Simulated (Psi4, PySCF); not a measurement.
The Psi4 input:
```
memory 2 GB

molecule {
0 2
  In    0.52255082    0.11091274    0.09546448
  C    -0.95838512   -0.71695823    1.86304033
  C    -0.70962100   -2.19533506    2.09301009
  H    -1.96947651   -0.54010065    1.48625371
  H    -0.81678652   -0.14472989    2.78228406
  H     0.30234153   -2.36652019    2.46531725
  H    -0.83238832   -2.75924332    1.16515931
  H    -1.40770894   -2.61020520    2.82733321
  C    -0.32756829    0.44693269   -2.17777208
  C    -0.86797167    1.85804339   -2.30665015
  H    -1.12384716   -0.29317635   -2.29476362
  H     0.45050344    0.25202494   -2.91862042
  H    -0.06947519    2.59339005   -2.18885308
  H    -1.62751592    2.05432304   -1.54594336
  H    -1.32935978    2.02341681   -3.28569579
}

set basis sto-3g
set reference uks
set scf_type pk
set puream true
set d_convergence 1e-8
set dft_radial_points 99
set dft_spherical_points 590

energy('revpbe')
print_variables()
```

Question: Give the equivalent PySCF input.

Answer: One answer among several that fit: 
```python
from pyscf import gto, scf, dft

mol = gto.M(
    atom='''
In    0.522551    0.110913    0.095464
C    -0.958385   -0.716958    1.863040
C    -0.709621   -2.195335    2.093010
H    -1.969477   -0.540101    1.486254
H    -0.816787   -0.144730    2.782284
H     0.302342   -2.366520    2.465317
H    -0.832388   -2.759243    1.165159
H    -1.407709   -2.610205    2.827333
C    -0.327568    0.446933   -2.177772
C    -0.867972    1.858043   -2.306650
H    -1.123847   -0.293176   -2.294764
H     0.450503    0.252025   -2.918620
H    -0.069475    2.593390   -2.188853
H    -1.627516    2.054323   -1.545943
H    -1.329360    2.023417   -3.285696
''',
    basis='sto-3g',
    charge=0,
    spin=1,
    verbose=4,
)

mf = dft.UKS(mol)
mf.xc = 'revpbe'
mf.grids.atom_grid = (99, 590)
mf.grids.prune = None
mf.kernel()
```

Both were run: Psi4 gave -5840.958013 Eh and PySCF -5840.958065 Eh, 0.052 mEh apart.
